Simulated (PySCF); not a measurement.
Si(OSiH3)(NHSiH3)(Me)2 (C2H13NOSi3), SMILES C[Si](C)(N[SiH3])O[SiH3]. Coordinates come from a PBE0-D3(BJ)/def2-SVP optimisation. One conformer was computed; it need not be the lowest.

Computed equilibrium geometry at PBE0-D3(BJ)/def2-SVP (PySCF confirms it by a frequency run) as bond lengths and angles (one conformer of several):
Atoms: C1 Si2 C3 N4 Si5 O6 Si7 H8 H9 H10 H11 H12 H13 H14 H15 H16 H17 H18 H19 H20. Bonded distances (Å): C1–Si2 1.868, C1–H8 1.102, C1–H9 1.101, C1–H10 1.102, Si2–C3 1.868, Si2–N4 1.740, Si2–O6 1.669, C3–H11 1.102, C3–H12 1.102, C3–H13 1.101, N4–Si5 1.732, N4–H14 1.017, Si5–H15 1.498, Si5–H16 1.498, Si5–H17 1.495, O6–Si7 1.652, Si7–H18 1.496, Si7–H19 1.496, Si7–H20 1.491. Angles (°): Si2–C1–H8 110.7, Si2–C1–H9 110.5, Si2–C1–H10 111.6, H8–C1–H9 107.9, H8–C1–H10 107.6, H9–C1–H10 108.4, C1–Si2–C3 110.7, C1–Si2–N4 111.6, C1–Si2–O6 109.6, C3–Si2–N4 111.6, C3–Si2–O6 109.6, N4–Si2–O6 103.5, Si2–C3–H11 110.7, Si2–C3–H12 111.6, Si2–C3–H13 110.5, H11–C3–H12 107.6, H11–C3–H13 107.9, H12–C3–H13 108.4, Si2–N4–Si5 129.2, Si2–N4–H14 113.2, Si5–N4–H14 117.7, N4–Si5–H15 112.9, N4–Si5–H16 112.9, N4–Si5–H17 106.8, H15–Si5–H16 107.0, H15–Si5–H17 108.6, H16–Si5–H17 108.6, Si2–O6–Si7 144.5, O6–Si7–H18 110.8, O6–Si7–H19 110.8, O6–Si7–H20 108.6, H18–Si7–H19 108.4, H18–Si7–H20 109.1, H19–Si7–H20 109.1.
